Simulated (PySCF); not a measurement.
C4H8FNSi2.
Structure used (PBE0-D3(BJ)/def2-SVP), in Å, numbered top down from 1:
```xyz
16
C4H8FNSi2 angstrom
C      2.3912   -1.9210    1.0002
C      1.5280   -1.0638    0.9448
Si     0.2127    0.2231    0.8731
C     -1.4413   -0.5054    0.3287
C     -1.4651   -0.4833   -1.1933
F     -2.7490   -0.6501   -1.6872
Si    -0.6666    1.1618   -1.7626
N      0.4527    1.3455   -0.4350
H      3.1554   -2.6770    1.0445
H      0.1690    0.8700    2.2154
H     -1.6369   -1.5086    0.7393
H     -2.2316    0.1676    0.7062
H     -0.8512   -1.3200   -1.5776
H      0.0168    1.0548   -3.0877
H     -1.6865    2.2524   -1.8551
H      1.2242    2.0035   -0.4500
```

Linear response at wB97X-D/def2-SVPD (PySCF, frozen core in the response, non-relativistic).

Static isotropic polarisability: 100.60 au (14.91 Å³), principal values 88.8, 91.6, 121.4 au.

Task: What is the polarisability at 1064 nm and at the sodium D line?

Result: 101.53 au at 1064 nm (+0.9 %), 103.72 au at 589.3 nm (+3.1 %). The rise at 589.3 nm is 3.36 times that at 1064 nm; a pure ω² law gives 3.26. The lowest singlet lies at 209 nm, shorter than both wavelengths.

Task: What is the isotropic C6 coefficient between two such molecules, C6 = (3/π)∫α(iω)² dω?

Result: 3857 au (Eh·bohr⁶) by a ten-point quadrature over imaginary frequencies, which is 2300 eV·Å⁶ or 222 J·nm⁶/mol.

Task: Which effective excitation energy ω̄ makes London's formula C6 = (3/4)α²ω̄ exact here?

Result: ω̄ = 4·C6/(3α²) = 0.508 Eh = 13.8 eV. A one-pole form α(ω) = α/(1 − ω²/ω̄²) fitted to the 1064 nm value gives 12.2 eV.

Task: The lowest 6 singlets have (eV, f): 5.94, 0.000; 6.18, 0.007; 6.26, 0.001; 6.43, 0.013; 7.09, 0.007; 7.33, 0.020. What share of the static polarisability do they carry in the sum over states α = Σ f/ω²?

Result: 0.77 au, 0.8 % of α; the largest term, 0.27 au, is that of the state at 7.33 eV. Their oscillator strengths add up to 0.05. Higher states carry the rest.

Task: How many electrons N does the Slater–Kirkwood formula C6 = (3/4)·√N·α^(3/2) need to give this C6?

Result: N = (4·C6/3)²/α³ = 26.0; the species has 76 electrons in all.

Task: What n − 1 at the D line would an ideal gas of it have at 273.15 K and 1 atm (2.6868 × 10¹⁹ cm⁻³), by n − 1 = 2π·N·α′?

Result: 25.95 × 10⁻⁴, a formal value whether or not that pressure can be reached.

Task: What molar refraction at the D line follows from R = (4π/3)·N_A·α′, with α′ the polarisability volume?

Result: α′ = 15.37 Å³ gives R = 38.77 cm³/mol, for isolated, non-vibrating species.

Task: What three-body coefficient follows from the one-pole estimate C9 = (3/4)·α·C6?

Result: 291000 au. This is an estimate from the two numbers above, not a computed integral.

One conformer stands for the species.

wB97X-D is run here without its empirical dispersion term; that term would change no orbital, density or response property at a fixed geometry.
